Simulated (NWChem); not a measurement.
Species: HTeF; SMILES [TeH]F

Computed with NWChem. Coordinates come from a PBE0/def2-SVP optimisation. def2 effective core potentials on Te; no spin-orbit coupling. Level: PBE0/def2-SVPD; the question gives the wavelength of the field.

Q: Predict the results for field static. Quantities: isotropic polarisability (bohr³); anisotropy (bohr³).

A: 
```yaml
isotropic polarisability (bohr³): 41.2
anisotropy (bohr³): 1.7
```
